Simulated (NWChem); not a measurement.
Species: TiOCl₂; SMILES [O]=[Ti]([Cl])[Cl]

Question: Give the equilibrium geometry at PBE0/def2-SVP (NWChem) as an XYZ file, with the point group.

Answer: point group Cs; any orientation.
```
4

Ti    -0.2753     0.0942     0.0000
Cl     0.6581    -0.0302     2.0065
Cl     0.6581    -0.0302    -2.0065
O     -1.8161     0.3900     0.0000
```
